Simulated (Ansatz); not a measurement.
Rb₄Br₃, relaxed as a doublet with UKS PBE-D4/def2-SVP in Ansatz, starting from the GFN2-xTB geometry. Force threshold 0.02 eV/Å.

In the def2 sets Rb takes a core potential; there is no spin–orbit coupling. Another isomer (doublet) lies 0.42 eV lower at PBE0-D4/def2-TZVP; other spin states weren't run for this one.

Start:

```xyz
7

Rb    1.063    2.475   -2.184
Rb    1.437   -0.518   -4.787
Rb   -1.050    1.697    3.842
Rb   -0.487   -1.900    0.779
Br   -1.235   -1.352    3.778
Br   -0.163    1.755    0.775
Br    0.435   -2.158   -2.203
```

**Question.** Estimate the energy that the relaxation releases and the steps that it takes.

**Answer.** 0.43 eV, in 9 steps; 53 s on 4 threads of Arm Neoverse V2 on a shared host. The force fell under the threshold at step 8, but the optimiser went on. No frequencies were taken in this run, so the end may be a saddle point.

**Question.** Does the start keep its bonding?

**Answer.** Bonds formed: Rb1–Br7 (atoms count from 1). Metal–metal contacts that move far: Rb1–Rb4 5.51 to 4.67 Å.

**Question.** Predict the relaxed structure.

**Answer.** 
```
atom   x (Å)   y (Å)   z (Å)
 Rb1   0.872   1.931  -2.096
 Rb2   1.610  -1.086  -5.463
 Rb3  -1.097   1.586   4.116
 Rb4  -0.464  -1.467   0.810
 Br5  -1.355  -1.561   3.951
 Br6  -0.190   1.965   1.016
 Br7   0.624  -1.367  -2.333
```
Bond lengths (bridged metal pairs left out): 8 × Br–Rb 3.16 to 3.45 Å.
